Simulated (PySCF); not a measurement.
Ionisation energy of Cd³²⁺ by level of theory

Cd³²⁺ [Ne] 3s2 3p4 [3p1/2^2 3p3/2^2, M_J = 2] → Cd³³⁺ [Ne] 3s2 3p3 [3p1/2^2 3p3/2^1, M_J = 3/2], as a difference of total energies. Computed with PySCF 2.14 in an uncontracted even-tempered set (19 s from 5.5 bohr⁻², ratio 2.4; 14 p from 7.2 bohr⁻², ratio 2.4; 5 d from 28 bohr⁻², ratio 2.6; 4 f from 42 bohr⁻², ratio 2.6), with the two-component X2C-1e Hamiltonian. Correlated levels: 1s2 frozen; the 56 highest virtual spinors dropped. "Screened" scales the spin-orbit matrix elements by Boettger's factors to mimic the two-electron term; Breit and QED terms are absent.

```tsv
method	ionisation energy (eV)
GHF (spin-free)	2004.4
GMP2 (spin-free)	2005.6
GHF (screened spin-orbit)	2001.3
GMP2 (screened spin-orbit)	2001.6
```

Breit and QED terms and the two-electron picture change are absent.

The spin-free rows relax to the high-spin LS determinant and lack the spin-orbit shift.

The labels give the starting determinants; with spin-orbit coupling the two ends relaxed to ⟨J²⟩ = 6.00, ⟨L²⟩ = 3.02, ⟨S²⟩ = 1.50 and ⟨J²⟩ = 3.75, ⟨L²⟩ = 2.03, ⟨S²⟩ = 1.79.

For comparison: 1998 ± 3 eV (semi-empirical (NIST evaluation); NIST Atomic Spectra Database, ionization energies).
